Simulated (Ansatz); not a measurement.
CH₃AlF₂, singlet, geometry from GFN2-xTB (such geometries of metal compounds can be far from the true shape). Base run: CAM-B3LYP/cc-pVDZ (Ansatz, a program for electronic structure).

The Ansatz input:
Ansatz 0.2 input:
```yaml
crystal:
  periodic: [false, false, false]
  atoms:
    - {symbol: Al, position_ang: [0.05180306, 0.04011766, 0.00222470]}
    - {symbol: C, position_ang: [-1.50805595, -1.16573156, -0.06233932]}
    - {symbol: H, position_ang: [-1.30669362, -2.03874718, -0.68318980]}
    - {symbol: H, position_ang: [-2.37664668, -0.64890162, -0.46820696]}
    - {symbol: H, position_ang: [-1.76055472, -1.53755322, 0.93063349]}
    - {symbol: F, position_ang: [0.01100760, 1.60162551, -0.52911869]}
    - {symbol: F, position_ang: [1.52441362, -0.41295198, 0.59199405]}
basis:
  gaussian:
    orbitals: cc-pVDZ
hamiltonian:
  xc: cam_b3lyp
```

Each row names what was changed in the base input (with any setting that the change needs).

| change | ΔE vs base (mEh) |
|---|---|
| base | 0.000 |
| point_charge = charge:0.5 position_ang:-0.9691, 4.2745, 2.2538 | -1.713 |
| lower_state_search = light | 0.000 |
| point_charge = charge:1.0 position_ang:4.5468, -0.0192, 0.6083 | -19.096 |
| fitting.mean_field = cc-pVTZ-JKFIT | -0.049 |
| final_grid = 10, 20, 41 | -0.001 |
| fitting.mean_field = def2-universal-JKFIT | -0.058 |
| point_charge = charge:-1.0 position_ang:-5.2151, -3.5742, 0.5172 | -7.430 |
| lower_state_search = full | 0.000 |
| lower_state_search = off | 0.000 |
| accuracy = high | -0.002 |
